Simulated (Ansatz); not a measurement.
Program: Ansatz. Geometries: PBE0-D4/def2-TZVP. ΔE: electronic, gas phase. CBS: MP2 limit from def2 TZ/QZ plus the TZ coupled-cluster correction, frozen cores. Functionals use def2-TZVPP. B3LYP here is the variant with VWN-RPA as its local correlation; programs differ in this. Each species was taken in one conformer, which may not be the lowest.

Consider the ligand exchange at the Si–S bond: `[SiH3]C#CS[SiH3]` + `OBS` → `[SiH3]OBS` + `[SiH3]C#CS`.

`[SiH3]C#CS[SiH3]`:

Cartesian coordinates in Å:
```
Si 1.925 -0.677 1.780
C 1.031 -0.488 0.212
C 0.431 -0.361 -0.836
S -0.374 -0.199 -2.298
Si -2.098 0.815 -1.487
H 3.228 0.030 1.709
H 2.163 -2.116 2.057
H 1.108 -0.094 2.874
H -1.675 2.088 -0.859
H -2.974 1.062 -2.658
H -2.766 -0.059 -0.495
```

`OBS`:

Cartesian coordinates in Å:
```
O -0.648 -0.968 0.935
B -0.021 -0.384 -0.109
S 0.331 1.394 -0.125
H -0.887 -0.376 1.654
H 0.299 -1.075 -1.028
H 0.925 1.409 -1.327
```

`[SiH3]OBS`:

Z-matrix (Å, degrees):
```
Si
O 1 1.646
H 1 1.481 2 108.1
H 1 1.488 2 111.3 3 120.2
H 1 1.481 2 107.9 3 -119.6
B 2 1.348 1 142.0 3 -116.4
S 6 1.807 2 125.7 1 -0.2
H 6 1.196 2 119.3 1 179.8
H 7 1.345 6 98.4 2 -0.1
```

`[SiH3]C#CS`:

```xyz
8

Si    0.177    0.944   -1.320
C    -0.169   -0.143    0.093
C    -0.384   -0.866    1.044
S    -0.802   -1.890    2.302
H     0.070    0.178   -2.587
H    -0.793    2.068   -1.346
H     1.553    1.481   -1.180
H     0.348   -1.773    2.992
```

(1) Is it downhill or uphill in electronic energy at CCSD(T)/CBS, and by how much? (Estimate.)

(2) What do these levels give: PBE-D4, r2SCAN-D4, B3LYP-D4, ωB97X-V, PBE0, MP2/def2-TZVPP, SCS-MP2/def2-TZVPP, CCSD/def2-TZVPP, MP2/def2-QZVPP, SCS-MP2/def2-QZVPP, HF/CBS(def2), CCSD/CBS(def2)? (Estimate.)

Largest T1 diagnostic among the species: 0.013.

Results:

(1) Computed: Downhill: ΔE = -22.7 kJ/mol.

(2) Computed: PBE-D4 -8.4, r2SCAN-D4 -17.9, B3LYP-D4 -25.6, ωB97X-V -22.8, PBE0 -13.1, MP2/def2-TZVPP -19.0, SCS-MP2/def2-TZVPP -25.4, CCSD/def2-TZVPP -27.1, MP2/def2-QZVPP -19.2, SCS-MP2/def2-QZVPP -25.4, HF/CBS(def2) -43.0, CCSD/CBS(def2) -26.3 kJ/mol.

From PBE to PBE0 (25 % exact exchange), in def2-TZVPP and without D4, ΔE moves by −3.7 kJ/mol. In def2-TZVPP, CCSD(T) changes the Hartree–Fock value by +17.3 kJ/mol (the triples alone add +3.6 kJ/mol) and MP2 by +21.8 kJ/mol.
